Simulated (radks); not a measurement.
Results of a calculation; reference values are marked as such.
Si V, configuration [Ne] (the NIST ground configuration). Code: a radial shooting solver on a logarithmic mesh with Libxc functionals. Model: non-relativistic Kohn-Sham, exchange-only LDA, spin-polarised, spherical densities, point nucleus. Some entries of the table are withheld. Estimate them.

| orbital | occ. | eigenvalue (eV) | r(max) (bohr) |
|---|---|---|---|
| 1s | 2 | -1826.015 | (1) |
| 2s | 2 | -188.7193 | (2) |
| 2p | 6 | (3) | (4) |

Answer. 
(1) 1s r(max) (bohr): 0.07321
(2) 2s r(max) (bohr): 0.4566
(3) 2p eigenvalue (eV): -146.3693
(4) 2p r(max) (bohr): 0.3862
